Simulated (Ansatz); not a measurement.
Cost and result for the atomization energy of C₃H₇ClGeO, SMILES `CC(C)[O][Ge][Cl]` (13 atoms, 12 bonds).

Cartesian coordinates in Å:
```
C 0.671 0.396 -1.155
C 0.285 0.581 0.299
C -1.206 0.448 0.537
O 1.016 -0.311 1.137
Ge 1.218 -2.033 1.412
Cl -0.139 -2.993 -0.071
H 0.351 -0.580 -1.523
H 0.197 1.167 -1.768
H 1.752 0.482 -1.275
H 0.601 1.580 0.619
H -1.434 0.574 1.598
H -1.568 -0.529 0.212
H -1.744 1.218 -0.021
```

The species carries charge 0 and has multiplicity 1. Correlated methods include outer-core shells of Ge, which these sets cover unevenly. Scalar relativity is left out up to krypton. All single points use the PBE0-D4/def2-TZVP geometry. It is one conformer, not always the lowest. Program: Ansatz. All runs use 2 threads of an AMD EPYC 7R13 on a shared host and a share of an NVIDIA H100 80 GB. Times are those of one run each, without the atoms' runs, and a repeat can differ threefold. Electronic energies, without spin–orbit coupling; frozen cores. CCSD(T)/CBS adds CCSD(T) − MP2 in def2-TZVPP to the MP2 limit, and its time is that of the two runs behind it. T1 = 0.014. With those shells the extrapolation isn't a true limit. B3LYP takes the VWN-RPA correlation (the form of Gaussian; ORCA's B3LYP/G).

CCSD(T)/CBS is a level of theory with its own doubt, some kJ/mol a heavy atom from the limit and from the frozen cores, so smaller differences don't rank the functionals.

| level | functions | wall time | atomization (kJ/mol) | difference from CCSD(T)/CBS | per bond |
| --- | --- | --- | --- | --- | --- |
| PBE0-D4/def2-TZVPP | 312 | 4.7 s | 4986.9 | 11.7 | 1.0 |
| MP2/def2-QZVPP | 597 | 4.8 s | 5006.6 | 31.4 | 2.6 |
| r2SCAN-D4/def2-TZVPP (with forces) | 312 | 5.5 s | 4988.2 | 13.0 | 1.1 |
| PBE-D4/def2-TZVPP (with forces) | 312 | 6 s | 5083.0 | 107.8 | 9.0 |
| B3LYP-D4/def2-TZVPP (with forces) | 312 | 6 s | 4967.6 | -7.6 | -0.6 |
| B2PLYP/def2-TZVPP | 312 | 6 s | 4913.4 | -61.8 | -5.1 |
| ωB97X-V/def2-TZVPP | 312 | 7 s | 4980.1 | 4.9 | 0.4 |
| CCSD(T)/def2-TZVPP | 312 | 12 s | 4849.2 | -126.0 | -10.5 |
| ωB97M-V/def2-TZVPP (with forces) | 312 | 13 s | 4980.0 | 4.8 | 0.4 |
| CCSD(T)/CBS(def2) | – | 16 s | 4975.2 | 0.0 | 0.0 |

From PBE to PBE0 (25 % exact exchange), in def2-TZVPP and without D4, the atomization energy moves by −91.2 kJ/mol: exact exchange takes away binding that semilocal exchange gives to molecules. In def2-TZVPP, CCSD(T) changes the Hartree–Fock value by +1228.1 kJ/mol (the triples alone add +80.3 kJ/mol) and MP2 by +1311.9 kJ/mol; breaking electron pairs costs correlation energy, which Hartree–Fock lacks. The D4 term adds +55.1 kJ/mol with B3LYP and +29.4 kJ/mol with PBE0; it sums over pairs of atoms, weighted by their polarisabilities, and B3LYP, whose exchange is more repulsive, gets the larger term.
